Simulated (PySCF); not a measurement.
**Atomic charges by several schemes**

C₇H₁₀F₃P.
Cartesian coordinates in Å at the GFN2-xTB level; atoms count from 1:
```xyz
21
C7H10F3P angstrom
C     -2.2587   -0.6540    0.5227
C     -0.9117    0.0432    0.2932
C     -0.3268   -0.4501   -1.0329
C     -1.1317    1.5624    0.2367
C     -0.0310   -0.2576    1.4741
P      1.6130   -0.3125    1.7727
C      2.4160    0.1906    0.1855
F      2.2433    1.4578   -0.2457
C      3.3146   -0.5780   -0.4191
F      4.0445   -0.2814   -1.4840
F      3.5378   -1.8274   -0.0242
H     -2.9454   -0.4212   -0.2879
H     -2.1245   -1.7329    0.5614
H     -2.7119   -0.3273    1.4562
H      0.4879    0.1808   -1.3728
H     -1.0970   -0.4289   -1.8005
H      0.0310   -1.4735   -0.9352
H     -0.1890    2.0835    0.0932
H     -1.5843    1.9165    1.1602
H     -1.7927    1.8076   -0.5911
H     -0.5924   -0.4807    2.3779
```

Density: PBE0/pcSseg-1 (PySCF); schemes: Mulliken, IAO, Hirshfeld and ESP-fitted. The structure is a single GFN2-xTB conformer in the gas phase; no vibrational or solvent corrections.

Q: Which atoms carry the highest charge in the Mulliken, IAO, Hirshfeld and ESP-fitted schemes?

A: The schemes don't all agree: Mulliken C9 (+0.591); IAO C9 (+0.513); Hirshfeld C9 (+0.149); ESP-fitted C2 (+0.536).

Q: For which atoms does the sign change between the 4 schemes (beyond +0.03 e in one, beyond −0.03 e in another)?

A: C2, P6 and C7. Atomic charges aren't observables, and each scheme defines them in its own way.

Q: Do the Mulliken, IAO, Hirshfeld and ESP-fitted schemes agree on where the charge is lowest?

A: The schemes don't all agree: Mulliken C2 (-0.587); IAO C3 (-0.414); Hirshfeld C3 (-0.125); ESP-fitted C1 (-0.609).

Q: Tabulate the Mulliken, IAO, Hirshfeld and ESP-fitted charges.

A: In e:

```json
{"atom": "C1", "environment": "methyl carbon", "Mulliken": "-0.161", "IAO": "-0.412", "Hirshfeld": "-0.116", "ESP-fitted": "-0.609"}
{"atom": "C2", "environment": "quaternary sp3 carbon", "Mulliken": "-0.587", "IAO": "+0.049", "Hirshfeld": "+0.028", "ESP-fitted": "+0.536"}
{"atom": "C3", "environment": "methyl carbon", "Mulliken": "-0.162", "IAO": "-0.414", "Hirshfeld": "-0.125", "ESP-fitted": "-0.442"}
{"atom": "C4", "environment": "methyl carbon", "Mulliken": "-0.136", "IAO": "-0.409", "Hirshfeld": "-0.117", "ESP-fitted": "-0.498"}
{"atom": "C5", "environment": "carbon bonded to C, P and H", "Mulliken": "-0.284", "IAO": "-0.355", "Hirshfeld": "-0.068", "ESP-fitted": "-0.171"}
{"atom": "P6", "environment": "phosphorus bonded to 2 C", "Mulliken": "+0.405", "IAO": "+0.352", "Hirshfeld": "+0.079", "ESP-fitted": "-0.213"}
{"atom": "C7", "environment": "vinylic C–F carbon", "Mulliken": "-0.145", "IAO": "-0.027", "Hirshfeld": "-0.017", "ESP-fitted": "+0.254"}
{"atom": "F8", "environment": "vinyl fluorine", "Mulliken": "-0.268", "IAO": "-0.260", "Hirshfeld": "-0.069", "ESP-fitted": "-0.190"}
{"atom": "C9", "environment": "=CF2 carbon", "Mulliken": "+0.591", "IAO": "+0.513", "Hirshfeld": "+0.149", "ESP-fitted": "+0.230"}
{"atom": "F10", "environment": "vinyl fluorine", "Mulliken": "-0.232", "IAO": "-0.230", "Hirshfeld": "-0.064", "ESP-fitted": "-0.120"}
{"atom": "F11", "environment": "vinyl fluorine", "Mulliken": "-0.238", "IAO": "-0.239", "Hirshfeld": "-0.063", "ESP-fitted": "-0.113"}
{"atom": "H12", "environment": "methyl hydrogen", "Mulliken": "+0.115", "IAO": "+0.140", "Hirshfeld": "+0.043", "ESP-fitted": "+0.168"}
{"atom": "H13", "environment": "methyl hydrogen", "Mulliken": "+0.119", "IAO": "+0.141", "Hirshfeld": "+0.041", "ESP-fitted": "+0.140"}
{"atom": "H14", "environment": "methyl hydrogen", "Mulliken": "+0.112", "IAO": "+0.135", "Hirshfeld": "+0.040", "ESP-fitted": "+0.141"}
{"atom": "H15", "environment": "methyl hydrogen", "Mulliken": "+0.138", "IAO": "+0.142", "Hirshfeld": "+0.025", "ESP-fitted": "+0.098"}
{"atom": "H16", "environment": "methyl hydrogen", "Mulliken": "+0.114", "IAO": "+0.140", "Hirshfeld": "+0.043", "ESP-fitted": "+0.120"}
{"atom": "H17", "environment": "methyl hydrogen", "Mulliken": "+0.117", "IAO": "+0.141", "Hirshfeld": "+0.033", "ESP-fitted": "+0.108"}
{"atom": "H18", "environment": "methyl hydrogen", "Mulliken": "+0.130", "IAO": "+0.150", "Hirshfeld": "+0.031", "ESP-fitted": "+0.152"}
{"atom": "H19", "environment": "methyl hydrogen", "Mulliken": "+0.109", "IAO": "+0.139", "Hirshfeld": "+0.039", "ESP-fitted": "+0.119"}
{"atom": "H20", "environment": "methyl hydrogen", "Mulliken": "+0.113", "IAO": "+0.139", "Hirshfeld": "+0.044", "ESP-fitted": "+0.127"}
{"atom": "H21", "environment": "hydrogen on C5", "Mulliken": "+0.151", "IAO": "+0.166", "Hirshfeld": "+0.046", "ESP-fitted": "+0.165"}
```

Mean size of the charges over all atoms: ESP-fitted 0.225 e, IAO 0.223 e, Mulliken 0.211 e, Hirshfeld 0.061 e. Each set sums to the total charge, 0, to within 0.001 e. The ESP scheme is a least-squares fit of atom-centred charges to the potential on four shells outside the van der Waals surface, with the total charge fixed. The Mulliken scheme counts on each atom the diagonal of the density matrix times the overlap matrix over that atom's basis functions.

Q: Sum the charges by element, for elements with more than one atom.

A: 
| element | atoms | Mulliken | IAO | Hirshfeld | ESP-fitted |
| --- | --- | --- | --- | --- | --- |
| C | 7 | -0.884 | -1.056 | -0.267 | -0.701 |
| F | 3 | -0.737 | -0.729 | -0.195 | -0.424 |
| H | 10 | +1.217 | +1.432 | +0.383 | +1.338 |

Q: How closely do the schemes follow one another over all atoms?

A: Correlation coefficient and root-mean-square difference: IAO with Hirshfeld 0.99, 0.189 e; Mulliken with IAO 0.77, 0.174 e; Hirshfeld with ESP-fitted 0.76, 0.222 e; Mulliken with Hirshfeld 0.73, 0.209 e; IAO with ESP-fitted 0.72, 0.199 e; Mulliken with ESP-fitted 0.18, 0.338 e.

Q: How many electrons does the Mulliken scheme count on P6?

A: Z − q = 15 − (+0.405) = 14.595.
